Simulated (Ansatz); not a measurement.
Question: Name a neutral molecule of B, C, O, Si and H with LUMO energy (ωB97M-V/def2-TZVPP) between 0.60 and 0.90 eV and LUMO energy (PBE0/def2-TZVPP) between -1.40 and -1.10 eV (Ansatz, PBE0-D4/def2-TZVP geometry).

Answer: `CC#CB(O)[SiH3]` (0.64 eV, -1.37 eV); `[SiH3]B1CO1` (0.85 eV, -1.14 eV); `O[SiH]1BC1` (0.65 eV, -1.29 eV); `B1OC[SiH2]1` (0.87 eV, -1.10 eV); `BC(O)[SiH3]` (0.69 eV, -1.20 eV); `BC[SiH2]BO` (0.73 eV, -1.24 eV). Other molecules can fit too; these were computed, each in one conformer that needn't be the lowest.
